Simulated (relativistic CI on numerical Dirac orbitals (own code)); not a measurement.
**Hyperfine structure of Pt⁷³⁺, mass number 195**

Calculated at this level of theory: Dirac-Coulomb-Breit CI, separate exchange-only KLI orbitals for each configuration, a model potential for QED, unscaled Slater integrals (own radial code, finite nucleus).

Configuration list (outside the closed core 1s2): 2s2 2p, 2s 2p2, 2p3, 2p2 3s, 2p2 3p, 2s2 3s, 2p2 3d, 2s2 3p, 2s2 3d, 2s 2p 3s, 2s 2p 3p, 2s 2p 3d, 2s2 4s, 2s2 4p, 2s2 4d, 2s2 4f. Levels of other configurations are missing.

Nuclear spin I = 1/2, μ = 0.6073 μN (tables of Stone and Pyykkö). The electronic factors are computed for point nuclear moments, without core polarisation or the Bohr-Weisskopf and QED corrections.

| Level | E (Ry) | A (GHz) |
| --- | --- | --- |
| 2s2 2p 2P°_1/2 | 0.000 | 12190 |
| 2s2 2p 2P°_3/2 | 137.084 | 1254 |
| 2s 2p2 4P_3/2 | 152.583 | 8811 |
| 2s 2p2 2D_5/2 | 155.682 | 10650 |
| 2s 2p2 2P_1/2 | 161.533 | -14290 |
| 2s 2p2 2D_3/2 | 161.677 | -62.21 |
| 2s 2p2 4P_5/2 | 290.995 | 8501 |
| 2s 2p2 2S_1/2 | 299.714 | 37450 |

Levels with J = 0, under 50 % of one LS term, or S terms without an open s electron are left out. Small factors come from cancelling terms and can be off by tens of per cent or more.

At this charge energies of transitions that change n are usually good to better than 1 %, and those within a shell (Δn = 0) to a few per cent.

(1) Give the hyperfine levels of 2s2 2p 2P°_1/2 relative to its centre of gravity.

Results:

(1) With K = F(F + 1) − I(I + 1) − J(J + 1), E = AK/2: F = 0: -9146, F = 1: 3049 GHz.

LS names give the leading component of a level, which can be under half, so a name can repeat, a term be missing and a line seem to break the LS rules.
